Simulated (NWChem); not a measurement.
System: C2H3BF2O; SMILES C(B(F)F)C=O

```xyz
9

O      0.0070     1.6554    -0.9831
C     -0.0030     1.6724     0.2196
C     -0.0064     0.4274     1.0679
B     -0.0006    -0.8406     0.1336
F     -1.1225    -1.4009    -0.2703
F      1.1261    -1.3994    -0.2586
H     -0.0103     2.6444     0.7759
H      0.8744     0.4607     1.7322
H     -0.8929     0.4593     1.7245
```
Atoms are numbered in this order, from 1.

Results from NWChem. Structure relaxed at the PBE0/def2-SVP level. Total energies compare along this basis series because the functional is fixed.

| level | basis functions | energy (Ha) | highest occupied level (eV) | orbital gap (eV) | dipole (D) | relative time |
|---|---|---|---|---|---|---|
| PBE/pcseg-1 | 99 | -377.4179 | -6.34 | 4.10 | 3.32 | 4 |
| PBE/aug-pcseg-1 | 165 | -377.4357 | -6.43 | 4.05 | 3.30 | 10 |
| PBE/pcseg-2 | 222 | -377.6470 | -6.42 | 4.05 | 3.36 | 10 |
| PBE/STO-3G | 33 | -372.2713 | -2.49 | 3.79 | 1.49 | 1 |
| PBE/def2-SVP | 99 | -377.2023 | -6.17 | 4.07 | 3.12 | 2 |

Relative times are rough (shared machine, one core).
